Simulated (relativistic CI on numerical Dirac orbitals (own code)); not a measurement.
Slater and spin-orbit integrals, Gd XLIV

These numbers are calculated, not measured: Dirac-Coulomb-Breit CI, orbitals from a KLI potential per configuration, model QED (radiative potential, 1s self-energy scaled to tabulated hydrogen-like ionisation energies), unscaled Slater integrals (own radial code, finite nucleus).

Slater integrals F^k, G^k are unscaled and averaged over j, outside the closed core [Ne]; ζ comes from projecting the Hamiltonian with its Breit term on Σ l·s of the shell.

- 3s²3p⁶3d³: F^2(3d,3d) = 509960, F^4(3d,3d) = 329570, ζ(3d) = 119470 cm⁻¹; <r>(3d) = 0.2006, <r^2>(3d) = 0.04661 (bohr units).
- 3s²3p⁵3d⁴: ζ(3p) = 885260, F^2(3d,3d) = 509110, F^4(3d,3d) = 328990, F^2(3p,3d) = 439570, G^1(3p,3d) = 466390, G^3(3p,3d) = 312090, ζ(3d) = 118330 cm⁻¹; <r>(3p) = 0.2254, <r^2>(3p) = 0.05877, <r>(3d) = 0.2009, <r^2>(3d) = 0.04676 (bohr units).
- 3s3p⁶3d⁴: F^2(3d,3d) = 508780, F^4(3d,3d) = 328780, G^2(3s,3d) = 354120, ζ(3d) = 118920 cm⁻¹; <r>(3s) = 0.2301, <r^2>(3s) = 0.06046, <r>(3d) = 0.201, <r^2>(3d) = 0.04681 (bohr units).

(1) Give the Racah parameters of the d shell in 3s²3p⁶3d³.

Averages of the first 10 configurations, taken without configuration mixing, which lowers the lowest level and can move excited configurations by several eV; other configurations of the list can lie among them:

| Configuration | Parity | States | Average energy above the lowest level (eV) |
| --- | --- | --- | --- |
| 3s²3p⁶3d³ | even | 120 | 72.0 |
| 3s²3p⁵3d⁴ | odd | 1260 | 397.6 |
| 3s3p⁶3d⁴ | even | 420 | 687.6 |
| 3s²3p⁶3d²4s | even | 90 | 1431.3 |
| 3s²3p⁶3d²4p | odd | 270 | 1540.3 |
| 3s²3p⁶3d²4d | even | 450 | 1669.3 |
| 3s²3p⁵3d³4s | odd | 1440 | 1748.0 |
| 3s²3p⁶3d²4f | odd | 630 | 1772.9 |
| 3s²3p⁵3d³4p | even | 4320 | 1857.3 |
| 3s3p⁶3d³4s | even | 480 | 2039.8 |

## Answers

(1) B = F²/49 − 5F⁴/441 = 6671 cm⁻¹ and C = 35F⁴/441 = 26156 cm⁻¹.
